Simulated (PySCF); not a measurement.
**Fe⁹⁺: ionisation energy**

Fe⁹⁺ [Ne] 3s2 3p5 (2P) → Fe¹⁰⁺ [Ne] 3s2 3p4 (3P), as a difference of total energies. Computed with PySCF 2.14 in an even-tempered Gaussian basis (18 s from 0.4 bohr⁻², ratio 2.5; 12 p from 0.52 bohr⁻², ratio 2.5; 5 d from 4.4 bohr⁻², ratio 2.7; 4 f from 6.5 bohr⁻², ratio 2.7), with the non-relativistic Hamiltonian (point nucleus). Correlated levels: outer shells: 1s2 frozen; virtual orbitals above 40 to 60 times the deepest correlated orbital energy dropped. The calculations carry no spin-orbit coupling.

```json
{"method": "UHF", "ionisation energy (eV)": "259.91"}
{"method": "MP2 (outer shells)", "ionisation energy (eV)": "260.81"}
{"method": "SCS-MP2 (outer shells)", "ionisation energy (eV)": "260.77"}
{"method": "CCSD (outer shells)", "ionisation energy (eV)": "260.74"}
{"method": "CCSD(T) (outer shells)", "ionisation energy (eV)": "260.74"}
```

Question: How much does correlation contribute at CCSD(T) (outer shells)?

Answer: 260.74 − (259.91) = 0.83 eV, measured against UHF.

A first-order spin-orbit estimate (lowest level to lowest level, LS coupling) adds -0.029 eV.

These non-relativistic numbers lack the scalar-relativistic shift.

For comparison: 262.1 ± 0.12 eV (semi-empirical (NIST evaluation); NIST Atomic Spectra Database, ionization energies).
